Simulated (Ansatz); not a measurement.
Two isomers of C2H5AlO: A = `C=[CH][AlH][OH]`, B = `C=[C](O)[AlH2]`.

Calculated with Ansatz (gas phase, PBE0-D4/def2-TZVP geometries, no zero-point term in ΔE). CCSD(T)/CBS adds triple-zeta CCSD(T) − MP2 to the extrapolated MP2 energy (def2 sets, frozen cores). Functionals use def2-TZVPP. B3LYP here is the variant with VWN-RPA as its local correlation; programs differ in this. Each species was taken in one conformer, which may not be the lowest.

A:

Z-matrix (Å, degrees):
```
C
C 1 1.336
H 1 1.089 2 122.7
H 1 1.087 2 121.6 3 180.0
Al 2 1.933 1 120.8 3 180.0
H 2 1.090 1 116.9 3 -0.0
O 5 1.699 2 115.0 1 -0.0
H 5 1.586 2 125.2 1 180.0
H 7 0.955 5 123.1 2 -180.0
```

B:

```xyz
9

C     1.383   -0.452   -0.214
C     0.122   -0.074   -0.459
O    -0.302   -0.039   -1.760
Al   -0.979    0.391    1.082
H     2.071   -0.730   -1.009
H     1.748   -0.490    0.805
H    -1.217    0.247   -1.793
H    -2.482    0.845    0.820
H    -0.344    0.301    2.528
```

(1) Which is lower in electronic energy at CCSD(T)/CBS, and by how much? (Best estimate.)

(2) Give E(B) − E(A) in kcal/mol with CCSD/def2-TZVPP, B3LYP, B2PLYP, MP2/def2-TZVPP, LDA (SPW92), BLYP-D4, CCSD(T)/def2-SVP. (Estimate.)

(3) Does the order hold for the free energy at 298.15 K (harmonic terms from PBE0-D4)? (An estimate is asked.)

Largest T1 diagnostic: 0.013.

Answers

(1) Computed: A, by 50.3 kcal/mol.

(2) Computed: CCSD/def2-TZVPP 50.5, B3LYP 48.2, B2PLYP 49.8, MP2/def2-TZVPP 51.7, LDA (SPW92) 42.4, BLYP-D4 46.7, CCSD(T)/def2-SVP 46.6. None reverses the order clearly.

(3) Computed: Yes: G(B) − G(A) = +49.0 kcal/mol, for one conformer each.

From r2SCAN to r2SCAN0 (25 % exact exchange), in def2-TZVPP and without D4, E(B) − E(A) moves by +0.9 kcal/mol. Leaving LDA and LC-ωPBE aside and taking each functional with its dispersion term where it has one, the values, not all of them listed here, spread over 5.8 kcal/mol, from revPBE-D4 to B2PLYP. LDA lies −2.1 kcal/mol from PBE without D4.
